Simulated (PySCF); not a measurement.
C₂H₃O₂, SMILES [CH2]OC=O, multiplicity 2.

Geometry optimised at TPSSh-D3(BJ)/def2-SVP. The geometry has at least one imaginary mode, so it is a saddle point at that level. The isomer is the one that the SMILES or the coordinates give; other isomers of the formula were not compared. The values are those of a single conformer.

Method: PySCF with TDA-LC-ωPBE/def2-SVPD.

Vertical excitations. The molecule is in vacuum.

```tsv
state	energy (eV)	λ (nm)	f	main pairs
root 1	4.91	253	0.000	α HOMO−1→LUMO 12 %, β HOMO→LUMO 61 %, β HOMO→LUMO+2 23 %
root 2	5.08	244	0.052	α HOMO→LUMO 84 %, β HOMO−1→LUMO 5 %
root 3	5.79	214	0.002	α HOMO−1→LUMO 84 %, β HOMO→LUMO 11 %
root 4	6.25	198	0.020	α HOMO→LUMO+1 69 %, α HOMO→LUMO+2 24 %
root 5	6.48	191	0.065	α HOMO−2→LUMO 20 %, α HOMO→LUMO 11 %, β HOMO−1→LUMO 46 %, β HOMO−1→LUMO+2 10 %
root 6	6.74	184	0.000	β HOMO−2→LUMO 85 %
root 7	6.90	180	0.000	α HOMO→LUMO+4 40 %, α HOMO→LUMO+2 22 %, α HOMO→LUMO+3 20 %
root 8	7.79	159	0.010	α HOMO→LUMO+3 32 %, α HOMO→LUMO+4 24 %, α HOMO→LUMO+6 22 %, α HOMO→LUMO+2 6 %
root 9	7.81	159	0.046	α HOMO−2→LUMO 23 %, α HOMO→LUMO+5 8 %, β HOMO−1→LUMO 33 %, β HOMO−4→LUMO 15 %, β HOMO−1→LUMO+2 14 %
root 10	7.87	158	0.000	α HOMO→LUMO+2 30 %, α HOMO→LUMO+1 18 %, α HOMO→LUMO+3 10 %, α HOMO→LUMO+6 10 %
```
Unrestricted roots are not spin-pure.
